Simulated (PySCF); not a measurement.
Predicted microwave data (PBE0-D3(BJ)/def2-SVP geometry optimisation, gas phase (PySCF)) for one isomer of Ge2H11NSi2:

```
Rotational constants : A = 1459, B = 739.3, C = 562.2 MHz
Dipole components    : |μa| = 1.02 D, |μb| = 0.08 D, |μc| = 0.33 D
Inertial defect      : -131.06 u·Å²
κ                    : -0.61
```

Question: Which structure is it? (One computed conformer of each.)
A. `[SiH3:1][N:2]([SiH3:3])[GeH2:4][GeH3:5]` with Si1–N2–Ge4–Ge5 89°
B. `[SiH3:1][NH:2][SiH2:3][GeH2:4][GeH3:5]` with Si1–N2–Si3–Ge4 7°, N2–Si3–Ge4–Ge5 -66°

Answer: B. It is [SiH3]N[SiH2][GeH2][GeH3], an asymmetric top, point group C1. The candidates at the same level (rigid rotor, commonest isotopes):

```
                       SMILES  A (MHz)  B (MHz)  C (MHz)  μa (D)  μb (D)  μc (D)  Δ (u·Å²)  point group                        rotor
    [SiH3]N[SiH2][GeH2][GeH3]     1459    739.3    562.2    1.02    0.08    0.33   -131.06           C1               asymmetric top
[SiH3][N]([SiH3])[GeH2][GeH3]     1725    665.8    633.9    0.53    0.10    0.40   -254.82      near Cs  near-prolate asymmetric top
```

`[SiH3][N]([SiH3])[GeH2][GeH3]` has A 18 % too high. No structure here is proved a minimum.
